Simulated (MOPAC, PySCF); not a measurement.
C2H10Si2, SMILES `C[SiH2][SiH2]C` (C–Si–Si–C torsion 180°), neutral singlet in the gas phase. 

Z-matrix (Å, degrees):
```
Si
H 1 1.4880
H 1 1.4880 2 106.80
C 1 1.8849 2 109.69 3 -118.80
H 4 1.0929 1 110.83 2 -61.58
H 4 1.0929 5 107.94 1 121.55
H 4 1.0930 5 108.09 6 116.69
Si 1 2.3458 2 109.13 3 117.84
H 8 1.4880 1 109.13 2 180.00
H 8 1.4880 9 106.80 1 117.84
C 8 1.8849 9 109.69 10 118.80
H 11 1.0929 8 110.83 9 61.58
H 11 1.0929 12 107.94 8 -121.55
H 11 1.0930 12 108.09 13 -116.69
```
Charge 0, multiplicity 1.

All levels are single points at this geometry (TPSSh-D3(BJ)/def2-TZVP); Pople sets use spherical d functions. Orbital energies aren't observables, and empty levels follow the basis.

```tsv
level	HOMO (eV)	LUMO (eV)	gap (eV)	dipole (D)	vertical IE, Delta-SCF (eV)
PBE-D3(BJ)/def2-TZVP in PySCF	-6.59	-0.74	5.85	0.00	9.40
TPSSh-D3(BJ)/def2-TZVP in PySCF	-7.18	-0.23	6.95	0.00	9.55
B3LYP/3-21G in PySCF	-7.58	0.67	8.24	0.00	–
BP86/6-31G* in PySCF	-6.56	-0.32	6.24	0.00	–
M06-2X/6-31G* in PySCF	-8.65	1.19	9.83	0.00	–
SVWN5/6-31G* in PySCF	-6.48	-0.47	6.01	0.00	9.43
HF/6-31G* in PySCF	-10.34	3.52	13.86	0.00	9.14
HF/STO-3G in PySCF	-8.32	10.97	19.29	0.00	–
PM6 in MOPAC	-8.46	0.02	8.48	0.00	–
```
